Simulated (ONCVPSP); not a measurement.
## u(r) = r·R(r): atom against pseudo-atom (mercury (Hg))

Columns: radius, all-electron u(r) and pseudo u(r) of the 5d shell (level -42.48 eV) of mercury in the configuration [Kr] 4d10 4f14 5s2 5p6 5d9; PBE, scalar-relativistic, ONCV scheme, ONCVPSP 4.0.1.

| r (bohr) | all-electron | pseudo |
| --- | --- | --- |
| 0.088 | 0.3008 | 0.0023 |
| 0.175 | 0.0766 | 0.0177 |
| 0.262 | -0.3357 | 0.0563 |
| 0.350 | -0.4653 | 0.1241 |
| 0.438 | -0.3284 | 0.2204 |
| 0.525 | -0.0699 | 0.3373 |
| 0.612 | 0.2095 | 0.4657 |
| 0.700 | 0.4595 | 0.5954 |
| 0.788 | 0.6563 | 0.7134 |
| 0.875 | 0.7954 | 0.8095 |
| 0.962 | 0.8849 | 0.8800 |
| 1.050 | 0.9335 | 0.9235 |
| 1.138 | 0.9493 | 0.9406 |
| 1.225 | 0.9409 | 0.9351 |
| 1.312 | 0.9151 | 0.9120 |
| 1.400 | 0.8772 | 0.8757 |
| 1.487 | 0.8319 | 0.8313 |
| 1.575 | 0.7814 | 0.7812 |
| 1.662 | 0.7293 | 0.7292 |
| 1.750 | 0.6761 | 0.6760 |
| 1.838 | 0.6235 | 0.6234 |
| 1.925 | 0.5732 | 0.5731 |
| 2.012 | 0.5250 | 0.5249 |
| 2.100 | 0.4789 | 0.4788 |
| 2.188 | 0.4355 | 0.4355 |
| 2.275 | 0.3956 | 0.3956 |

How many radial nodes do the two functions have?

The all-electron 5d function has n − l − 1 = 2; the pseudo-wave has 0, since the states of the same l below it are removed with the core.

At about which radius was the pseudo-wave matched?

1.75 bohr. The columns agree to 0.0005 from 1.57 bohr on; several derivatives are matched, so the curves merge somewhat inside the radius.

Is the pseudo-wave norm-conserving?

Yes: the ONCV scheme keeps the norm inside the radius equal to the all-electron one, which fixes the energy derivative of the logarithmic derivative at the level.
